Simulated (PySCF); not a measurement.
Species: Zr2(F)8 (singlet state).
Bonds: Zr1–F2, Zr1–F3, Zr1–F4, Zr1–F5, Zr1–F10, F5–Zr6, Zr6–F7, Zr6–F8, Zr6–F9, Zr6–F10.

Computed by this run: PySCF, PBE0-D3(BJ)/def2-SVP geometry optimisation, gas phase, def2 core potentials past Kr; density fitting, grid level 1; the optimiser is geomeTRIC in internal coordinates, started from a GFN2-xTB structure with every atom displaced at random (about 0.03 Å).

Step 0: E = -24276.7101 eV
```
atom  x, y, z in Å  |  force x, y, z in eV/Å
Zr1     1.2376   -0.7323    0.9834   -0.816   4.188   1.097
F2      2.3926   -1.6279   -0.0321    2.602  -2.144  -2.323
F3      0.7987   -1.9180    2.2691   -0.856  -2.224   2.337
F4      2.1169    0.6185    2.0174   -0.220  -0.377  -0.242
F5     -0.8206   -0.7136    0.4935    0.054  -0.710   0.609
Zr6    -1.1976    0.6620   -0.9716   -0.247   0.270  -0.563
F7     -0.8410    0.3717   -2.7679    0.303  -0.306  -1.222
F8     -1.3911    2.4607   -0.6105   -0.123   1.502   0.393
F9     -2.9652    0.1255   -0.8874   -1.619  -0.573   0.115
F10     0.7942    0.6767   -0.4895    0.922   0.374  -0.200
```

Step 1: E = -24277.1636 eV
```
atom  x, y, z in Å  |  force x, y, z in eV/Å
Zr1     1.2834   -0.7211    1.0241    0.411  -1.209   0.082
F2      2.5240   -1.7219   -0.0666   -0.861   0.658   0.709
F3      0.7896   -2.0062    2.3853    0.272   0.866  -0.861
F4      2.1400    0.6113    2.0507   -0.121  -0.174  -0.100
F5     -0.8035   -0.7154    0.5162    0.397   0.255  -0.171
Zr6    -1.2468    0.7024   -1.0095   -0.893   0.434  -0.646
F7     -0.8660    0.3725   -2.8558   -0.126   0.095   0.863
F8     -1.4491    2.5691   -0.6342    0.125  -0.871  -0.113
F9     -3.0772    0.1072   -0.9052    0.992   0.268  -0.028
F10     0.8303    0.7255   -0.5005   -0.196  -0.322   0.265
```

Step 2: E = -24277.2772 eV
```
atom  x, y, z in Å  |  force x, y, z in eV/Å
Zr1     1.2781   -0.7210    1.0178    0.096  -0.500  -0.151
F2      2.4921   -1.7065   -0.0606   -0.270   0.185   0.215
F3      0.7864   -1.9803    2.3556    0.039   0.225  -0.203
F4      2.1280    0.6008    2.0455    0.089   0.125   0.133
F5     -0.7876   -0.7052    0.5064    0.102   0.047  -0.040
Zr6    -1.2473    0.7024   -1.0092   -0.161   0.109  -0.112
F7     -0.8649    0.3685   -2.8246    0.029  -0.037   0.001
F8     -1.4405    2.5411   -0.6325    0.016  -0.031   0.032
F9     -3.0428    0.1067   -0.8993    0.093  -0.008   0.017
F10     0.8232    0.7167   -0.4947   -0.033  -0.115   0.109
```

Problem. Estimate the geometry and energy of step 3. (The exact step hangs on the optimiser's Hessian estimate; all steps are aligned on step 2, rigid shifts and turns removed.)

Solution. E = -24277.2852 eV, largest force 0.258 eV/Å
```
atom  x, y, z in Å  |  force x, y, z in eV/Å
Zr1     1.2782   -0.7226    1.0138    0.097   0.226   0.078
F2      2.4746   -1.7037   -0.0598    0.037  -0.069  -0.049
F3      0.7780   -1.9691    2.3404   -0.051  -0.060   0.070
F4      2.1339    0.6028    2.0561   -0.047  -0.100  -0.052
F5     -0.7802   -0.7009    0.4999   -0.011  -0.005  -0.024
Zr6    -1.2486    0.7046   -1.0118    0.006   0.071  -0.089
F7     -0.8609    0.3633   -2.8256    0.012  -0.024   0.003
F8     -1.4389    2.5411   -0.6275    0.000   0.010   0.026
F9     -3.0343    0.0947   -0.8886   -0.013  -0.022   0.007
F10     0.8227    0.7131   -0.4925   -0.030  -0.026   0.029
```

The energy changes by -0.0080 eV. The first-order estimate −F·Δx gives -0.0185 eV and the mean of the old and new forces, exact on a quadratic surface, -0.0079 eV. The step makes an angle of 54° with the force vector and moves no atom by more than 0.021 Å.

The cost below is that of the whole optimisation. Time: 3.7 min of wall time; peak memory 0.80 GiB. Hardware: an Arm Neoverse V1 with one thread, no GPU (shared host).
